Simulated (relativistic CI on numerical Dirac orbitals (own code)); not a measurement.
**I: what numerical and physical settings do to a radial Dirac CI calculation**

Reference input:

```
atom I  Z=53  charge=0  electrons=53
nucleus A=127  rms_radius_fm=4.7500
hamiltonian dirac-coulomb  breit=on  qed=on  c_scale=1
orbitals kli  potential=per-configuration
slater_scale 1
correlation none
mixing on
grid step=0.0125 r_max=201.2
scf mixing=0.4 start=green max_iterations=150 tolerance=2e-08 node_fill=0.05
configurations
  [Kr] 4d10 5s2 5p5
end
```

Computed lowest total energy -7106.76917 Ha, first excitation 7790.9 cm⁻¹, 11 SCF steps. Runs with settings changed; * marks those that are bad on purpose (the QED terms keep the true α when c is scaled):

```
                                                                              Changed        Outcome  Lowest level    ΔE (Ha)  First excitation (cm⁻¹)  SCF steps                                                                Message
node fill of the KLI weights 0.2, speed of light × 0.8, end of the grid at 603.6 bohr      converged    5p⁵ ²P°3/2       -122                  13449.3         12                                                                       
                                                  speed of light × 10, Breit term off      converged    5p⁵ ²P°3/2        189                     72.1         10                                                                       
                                                        end of the grid at 603.6 bohr      converged    5p⁵ ²P°3/2  -1.82e-12                   7790.9         11                                                                       
                                                                   iteration limit 20      converged    5p⁵ ²P°3/2          0                   7790.9         11                                                                       
                                                                   SCF mixing 0.001 *      converged    5p⁵ ²P°3/2  -9.86e-10                   7790.9         19                                                                       
                                                                  iteration limit 1 *  not converged                                                            1  SCF of 1s2 2s2 2p6 3s2 3p6 3d10 4s2 4p6 4d10 5s2 5p5 did not converge
```

With so few configurations and no correlation, terms lie too far apart (by 10 to 50 % near neutrality), their order can be wrong, and levels of other configurations are missing.
